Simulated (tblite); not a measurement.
Species: C2H4BN.
SMILES: `C#CBN`

Calculated harmonic vibrations of the isolated species, GFN2-xTB (tblite), most abundant isotopes, no scaling. Errors from tens to a few hundred cm⁻¹ against measured bands are possible. Modes of hydrogen on boron can be 10 to 20 % off.

Harmonic wavenumbers (cm⁻¹): 167.5, 237.5, 442.7, 564.2, 618.9, 670.5, 693.2, 791.8, 803.2, 922.1, 1084.2, 1359.7, 1540.6, 2217.4, 2606.0, 3355.2, 3482.4, 3521.5.

A = 43593, B = 4385, C = 3984 MHz; mass 53.044 u (most abundant isotopes); point group Cs, symmetry number 1.

What is the zero-point energy?

½Σν̃ = 12539 cm⁻¹ = 150.00 kJ/mol.

Give the ideal-gas entropy at 273.15 K and 1 bar in the rigid-rotor, harmonic-oscillator model (classical rotation).

Translation 156.56, rotation 97.48, vibration 26.82: S = 280.9 J/(mol K).

And Cp and H(273.15 K) − H(0)?

Cp = 75.34 J/(mol K), of which vibrations give 42.08 (their classical limit is 18 R = 149.7); H(273.15 K) − H(0) = 13.77 kJ/mol without the zero-point energy, 4.68 from vibrations.

How do the functions run with temperature in this model?

```tsv
T (K)	S (J/(mol K))	Cp (J/(mol K))	H − H(0) (kJ/mol)	G − H(0) (kJ/mol)	ln q(vib)
50	198.0	35.3	1.68	-8.22	0.01
100	224.8	42.8	3.63	-18.84	0.13
298.15	287.7	79.9	15.71	-70.06	1.36
373.15	306.9	91.8	22.16	-92.37	1.97
500	336.1	107.2	34.84	-133.19	3.06
750	383.6	127.1	64.32	-223.38	5.23
1000	422.1	140.5	97.87	-324.24	7.25
```

q(vib) and H(0) count from the zero-point level.

Which modes carry the vibrational entropy at 273.15 K?

167.5 cm⁻¹: 9.62; 237.5 cm⁻¹: 6.97; 442.7 cm⁻¹: 2.93; 564.2 cm⁻¹: 1.77; 618.9 cm⁻¹: 1.41; 670.5 cm⁻¹: 1.13 J/(mol K); the other 12 give 2.98 together.

What must be added to the electronic energy to get the Gibbs energy at 273.15 K and 1 bar?

ZPE + [H(273.15 K) − H(0)] − T·S = 150.00 + 13.77 − 76.72 = 87.05 kJ/mol.

Hindered rotation and anharmonicity are outside this model.

Shape of the structure used: `[CH:1]#[C:2][BH:3][NH2:4]`: H–N4–B3–C2 0°, H–N4–B3–C2 180°.
